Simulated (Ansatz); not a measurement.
Isomers of C₇H₁₄, relaxed with PBE0-D4/def2-TZVP in Ansatz; electronic energies, one conformer each and not always the lowest. Functionals use def2-TZVPP; CBS adds triple-zeta CCSD(T) − MP2 to the MP2 limit of def2-TZVPP and def2-QZVPP.

Q: Order them by energy at frozen-core CCSD(T)/CBS, lowest first. (An estimate is asked.)
A. `C1CCCCCC1`
B. `CC1CCCCC1`
C. `C[C@@H]1CCC[C@H]1C`
D. `CCC1CCCC1`
E. `CC(C)=CC(C)C`

A: B (0.0 kJ/mol), C (19.4 kJ/mol), D (28.1 kJ/mol), A (33.8 kJ/mol), E (74.4 kJ/mol).

Q: How do PBE0-D4, PBE-D4, B3LYP, MP2/CBS(def2) place them (kJ/mol, against `CC1CCCCC1`)? (Best estimate.)

A: Ansatz gave: 
```json
{"isomer": "`CC(C)=CC(C)C`", "PBE0-D4": "82.6", "PBE-D4": "68.4", "B3LYP": "51.5", "MP2/CBS(def2)": "80.2"}
{"isomer": "`C[C@@H]1CCC[C@H]1C`", "PBE0-D4": "19.3", "PBE-D4": "17.8", "B3LYP": "18.8", "MP2/CBS(def2)": "18.9"}
{"isomer": "`CCC1CCCC1`", "PBE0-D4": "27.4", "PBE-D4": "26.1", "B3LYP": "24.4", "MP2/CBS(def2)": "29.0"}
{"isomer": "`C1CCCCCC1`", "PBE0-D4": "32.5", "PBE-D4": "31.1", "B3LYP": "32.1", "MP2/CBS(def2)": "36.4"}
```

B3LYP here is the variant with VWN-RPA as its local correlation; programs differ in this.
